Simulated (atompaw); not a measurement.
**Pseudopotential generation for dysprosium: PAW (atompaw), LDA (PW92), scalar-relativistic.**

atompaw 4.2.0.5 input, output lines left out:

```
Dy 66
LDA-PW scalarrelativistic loggrid 2001 logderivrange -6 5 276
6 6 5 4 0 0
6 1 0
5 2 1
4 3 9
0 0 0
c
c
c
c
v
v
c
c
c
v
v
c
c
v
v
3
2.50 2.30 2.30 2.25
n
n
y
1.2
n
y
0.05
n
custom polynom gramschmidtortho besselshape
4 -0.5 troulliermartins
1.90
2.35
1.90
2.50
2.45
2.50
0.80
0.80
```

All-electron outer shells of the reference configuration (LDA (PW92), scalar-relativistic, ld1.x):

| shell | level (eV) | outermost node (bohr) | outermost maximum (bohr) |
| --- | --- | --- | --- |
| 4p | -298.27 | 0.28 | 0.51 |
| 4d | -159.92 | 0.26 | 0.53 |
| 5s | -52.96 | 0.63 | 1.14 |
| 5p | -28.62 | 0.67 | 1.30 |
| 4f | -9.39 | – | 0.53 |
| 6s | -4.41 | 1.54 | 3.23 |
| 5d | -2.48 | 0.76 | 1.94 |
| 6p | -1.39 | 1.86 | 4.47 |

(1) Estimate the cutoffs (Ry, on a coarse ladder) from which the occupation-weighted sum of valence levels, in a spherical-Bessel basis at the reference potential, stays within 10 and 1 mRy of its value at 400 Ry.

(2) Does the potential have ghost states?

(3) Is the overlap operator S = 1 + Σ q|β⟩⟨β| positive definite (Bessel basis up to 400 Ry)?

(4) Which valence shell sets the plane-wave cutoff?

Results:

(1) over 300 Ry and over 300 Ry.

(2) No extra level below or beside the all-electron valence levels (s, p, d, f tested).

(3) Yes: its lowest eigenvalue is 0.63 (s channel).

(4) 4f: its level needs over 300 Ry to come within 1 mRy, against 18 Ry for 5p.
